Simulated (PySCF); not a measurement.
## Solvent effects on NMR parameters

Mapped SMILES: `[O:1]=[C:2]1[O:3][CH2:4][C@H:5]1[C:6]([F:7])=[C:8]([F:9])[F:10]`. Each H is labelled by its parent atom. Ha(C4) is cis to C6 on the ring; Hb(C4) is trans to C6 on the ring.

GIAO PBE0/pcSseg-1 in PySCF on one PBE0-D3(BJ)/def2-SVP conformer, non-relativistic, equivalent nuclei averaged. Solvents enter as an IEF-PCM continuum (benzene with ε = 2.3, chloroform with ε = 4.7) around the gas-phase geometry. Shifts are referred to TMS, CFCl3 computed in the same medium.

In benzene, δ in ppm: C2 171.2, C8 162.8, C6 128.5, C4 62.1, C5 52.8, F10 -99.7, F9 -119.0, F7 -195.1, Hb(C4) 4.39, Ha(C4) 4.38, H(C5) 4.37. Dipole moment 4.50 D.

Question: How does each δ change in the more polar medium?

Answer: 
```tsv
atoms	environment	Δδ, chloroform
C2	ester carbonyl carbon	+1.9
C8	fully substituted alkene carbon	+0.4
C6	fully substituted alkene carbon	+0.5
C4	sp3 CH2 bonded to O	+0.8
C5	sp3 CH α to a carbonyl	+0.5
F10	vinylic fluorine	-0.1
F9	vinylic fluorine	+1.0
F7	vinylic fluorine	+0.1
Hb(C4)	hydrogen on an sp3 CH2 bonded to O	+0.12
Ha(C4)	hydrogen on an sp3 CH2 bonded to O	+0.08
H(C5)	hydrogen on an sp3 CH α to a carbonyl	+0.14
```

Changes are relative to benzene. The dipole moment becomes 4.79 D in chloroform.

Question: Which of the listed nuclei move most (in ppm), and what does the model miss? (N and O are left out, as their reference compounds move with the solvent too.)

Answer: C2 (ester carbonyl carbon, +1.9 ppm) in chloroform. A continuum only polarises the solute; specific hydrogen bonds, the anisotropy of aromatic solvents and changes of geometry or conformer are outside it.
